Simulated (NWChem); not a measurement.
System: C$_{2}$H$_{3}$NO$_{2}$Si; SMILES O=C1N=C[SiH2]O1

NWChem input:

```
start job
memory heap 200 mb stack 900 mb global 1100 mb
geometry units angstroms noautoz
  O     -0.392232    -2.275722     0.000000
  C     -0.114719    -1.121401     0.000000
  N      1.247007    -0.644124     0.000000
  C      1.346328     0.628571     0.000000
  Si    -0.378056     1.420952     0.000000
  O     -1.050059    -0.133711     0.000000
  H      2.350020     1.076526     0.000000
  H     -0.740861     2.172007    -1.229220
  H     -0.740861     2.172007     1.229220
end
basis spherical
  * library def2-svp
end
dft
  xc hfexch
  iterations 150
  mulliken
end
task dft energy
```

NWChem printed, in part:

```
             Northwest Computational Chemistry Package (NWChem) 7.3.0
             --------------------------------------------------------

 CS  symmetry detected

                             Geometry "geometry" -> ""
                             -------------------------

 Output coordinates in angstroms (scale by  1.889725989 to convert to a.u.)

  No.       Tag          Charge          X              Y              Z
 ---- ---------------- ---------- -------------- -------------- --------------
    1 O                    8.0000    -0.36826711    -2.25284468     0.00000000
    2 C                    6.0000    -0.10460285    -1.09528190     0.00000000
    3 N                    7.0000     1.25130763    -0.60172561     0.00000000
    4 C                    6.0000     1.33537456     0.67206792     0.00000000
    5 Si                  14.0000    -0.39837845     1.44373386     0.00000000
    6 O                    8.0000    -1.05170829    -0.11886820     0.00000000
    7 H                    1.0000     2.33362801     1.13201505     0.00000000
    8 H                    1.0000    -0.77015509     2.19038854    -1.22922000
    9 H                    1.0000    -0.77015509     2.19038854     1.22922000

 Effective nuclear repulsion energy (a.u.)     282.9989373091

      Symmetry information
      --------------------

 Group name             Cs
 Group number              2
 Group order               2
 No. of unique centers     8

  xc_inp: hfexch multiplicative factor not found.

                                 NWChem DFT Module
                                 -----------------

 Summary of "ao basis" -> "ao basis" (spherical)
 ------------------------------------------------------------------------------
       Tag                 Description            Shells   Functions and Types
 ---------------- ------------------------------  ------  ---------------------
 O                          def2-svp                 6       14   3s2p1d
 C                          def2-svp                 6       14   3s2p1d
 N                          def2-svp                 6       14   3s2p1d
 Si                         def2-svp                 8       18   4s3p1d
 H                          def2-svp                 3        5   2s1p

      Symmetry analysis of basis
      --------------------------

        a'         72
        a"         31

            General Information
            -------------------
          SCF calculation type: DFT
          Wavefunction type:  closed shell.
          No. of atoms     :     9
          No. of electrons :    52
           Alpha electrons :    26
            Beta electrons :    26
          Charge           :     0
          Spin multiplicity:     1
          Use of symmetry is: on ; symmetry adaption is: on
          Maximum number of iterations: 150
          AO basis - number of functions:   103
                     number of shells:    47
          Convergence on energy requested:  1.00D-06
          Convergence on density requested:  1.00D-05
          Convergence on gradient requested:  5.00D-04

              XC Information
              --------------
                     Hartree-Fock (Exact) Exchange  1.000

      Superposition of Atomic Density Guess
      -------------------------------------

 Sum of atomic energies:        -569.11249176

      Non-variational initial energy
      ------------------------------

 Total energy =    -571.949848
 1-e energy   =   -1345.664278
 2-e energy   =     490.715493
 HOMO         =      -0.286542
 LUMO         =      -0.066514

      Symmetry analysis of molecular orbitals - initial
      -------------------------------------------------

  Numbering of irreducible representations:

     1 a'          2 a"

  Orbital symmetries:

     1 a'          2 a'          3 a'          4 a'          5 a'
     6 a'          7 a'          8 a'          9 a"         10 a'
    11 a'         12 a'         13 a'         14 a'         15 a'
    16 a'         17 a'         18 a"         19 a'         20 a'
    21 a"         22 a'         23 a"         24 a'         25 a"
    26 a'         27 a"         28 a'         29 a"         30 a'
    31 a'         32 a'         33 a"         34 a'         35 a'
    36 a'

     ---------------------------------------------
      Total Density - Mulliken Population Analysis
     ---------------------------------------------

    Atom       Charge   Shell Charges
 -----------   ------   -------------------------------------------------------
    1 O    8     8.72   1.99  1.13  0.66  3.10  1.83  0.01
    2 C    6     4.94   1.99  0.86  0.13  1.41  0.41  0.13
    3 N    7     7.53   1.99  1.08  0.57  2.38  1.49  0.02
    4 C    6     5.88   1.99  0.98  0.34  1.74  0.79  0.04
    5 Si  14    13.14   2.00  1.99  0.96  0.24  5.94  1.02  0.80  0.19
    6 O    8     8.73   1.99  1.10  0.68  3.02  1.93  0.01
    7 H    1     0.91   0.68  0.21  0.02
    8 H    1     1.07   0.69  0.37  0.01
    9 H    1     1.07   0.69  0.37  0.01

   convergence    iter        energy       DeltaE   RMS-Dens  Diis-err
 ---------------- ----- ----------------- --------- --------- ---------
 d= 0,ls=0.0,diis     1   -570.1369110270 -8.53D+02  1.01D-02  1.30D+00
 d= 0,ls=0.0,diis     2   -570.2421622320 -1.05D-01  4.42D-03  5.98D-01
 d= 0,ls=0.0,diis     3   -570.2971842992 -5.50D-02  1.22D-03  1.12D-02
 d= 0,ls=0.0,diis     4   -570.2995854478 -2.40D-03  4.43D-04  2.57D-03
 d= 0,ls=0.0,diis     5   -570.3000031991 -4.18D-04  2.56D-04  2.85D-04
  Resetting Diis
 d= 0,ls=0.0,diis     6   -570.3001000196 -9.68D-05  1.46D-04  6.08D-05
 d= 0,ls=0.0,diis     7   -570.3001239828 -2.40D-05  2.71D-05  6.91D-06
 d= 0,ls=0.0,diis     8   -570.3001254546 -1.47D-06  1.15D-05  1.43D-06
 d= 0,ls=0.0,diis     9   -570.3001259191 -4.64D-07  1.69D-05  8.02D-07
 d= 0,ls=0.0,diis    10   -570.3001261941 -2.75D-07  1.92D-06  2.73D-08

         Total DFT energy =     -570.300126194104
      One electron energy =    -1347.281830225307
           Coulomb energy =      548.880810820805
    Exchange-Corr. energy =      -54.898044098685
 Nuclear repulsion energy =      282.998937309083

 Numeric. integr. density =        0.000000000000

                  Occupations of the irreducible representations
                  ----------------------------------------------

                     irrep           alpha         beta
                     --------     --------     --------
                     a'               21.0         21.0
                     a"                5.0          5.0

                       DFT Final Molecular Orbital Analysis
                       ------------------------------------

 Vector   24  Occ=2.000000D+00  E=-4.815979D-01  Symmetry=a'
              MO Center= -1.6D-01, -1.6D+00,  3.1D-15, r^2= 2.3D+00
   Bfn.  Coefficient  Atom+Function         Bfn.  Coefficient  Atom+Function
  ----- ------------  ---------------      ----- ------------  ---------------
     4      0.555724  1 O  px                 7      0.394398  1 O  px
    31     -0.249428  3 N  s                 33     -0.206852  3 N  py
    47     -0.150674  4 C  py                79     -0.151264  6 O  py
    36      0.129079  3 N  py                82     -0.128211  6 O  py
    21      0.118758  2 C  px                 5     -0.117530  1 O  py

 Vector   25  Occ=2.000000D+00  E=-4.618307D-01  Symmetry=a"
              MO Center=  1.6D-01, -5.0D-01, -2.2D-15, r^2= 4.2D+00
   Bfn.  Coefficient  Atom+Function         Bfn.  Coefficient  Atom+Function
  ----- ------------  ---------------      ----- ------------  ---------------
     6      0.365388  1 O  pz                 9      0.284811  1 O  pz
    34      0.263500  3 N  pz                48     -0.231412  4 C  pz
    37     -0.214094  3 N  pz                80     -0.178760  6 O  pz
    51     -0.172648  4 C  pz                83     -0.157533  6 O  pz
    94     -0.144179  8 H  s                 99      0.144179  9 H  s

 Vector   26  Occ=2.000000D+00  E=-4.378238D-01  Symmetry=a'
              MO Center=  9.7D-01, -1.5D-01,  2.8D-16, r^2= 2.7D+00
   Bfn.  Coefficient  Atom+Function         Bfn.  Coefficient  Atom+Function
  ----- ------------  ---------------      ----- ------------  ---------------
    32      0.369101  3 N  px                35     -0.315365  3 N  px
    33     -0.234696  3 N  py                46      0.211615  4 C  px
    64     -0.187138  5 Si px                89      0.183489  7 H  s
    36      0.182001  3 N  py                 4     -0.152321  1 O  px
    49      0.152645  4 C  px                18      0.142499  2 C  px

 Vector   27  Occ=0.000000D+00  E= 5.863167D-02  Symmetry=a"
              MO Center=  8.0D-01,  1.2D-01,  2.1D-15, r^2= 3.2D+00
   Bfn.  Coefficient  Atom+Function         Bfn.  Coefficient  Atom+Function
  ----- ------------  ---------------      ----- ------------  ---------------
    51      0.512592  4 C  pz                37     -0.416729  3 N  pz
    69      0.375376  5 Si pz                48      0.336974  4 C  pz
    95      0.312392  8 H  s                100     -0.312392  9 H  s
    34      0.290615  3 N  pz                 9      0.237782  1 O  pz
    23     -0.226484  2 C  pz                20     -0.202807  2 C  pz

 Vector   28  Occ=0.000000D+00  E= 1.078356D-01  Symmetry=a'
              MO Center= -2.7D-01,  1.9D+00, -1.1D-15, r^2= 3.4D+00
   Bfn.  Coefficient  Atom+Function         Bfn.  Coefficient  Atom+Function
  ----- ------------  ---------------      ----- ------------  ---------------
    45      1.022426  4 C  s                 67     -0.987364  5 Si px
    68     -0.776758  5 Si py                60     -0.630188  5 Si s
    77     -0.453571  6 O  s                 95      0.296257  8 H  s
   100      0.296257  9 H  s                 90     -0.252801  7 H  s
    31     -0.248273  3 N  s                 82     -0.212296  6 O  py

[...]
```

Level: Hartree-Fock/def2-SVP. The geometry was optimised at PBE0/def2-SVP.
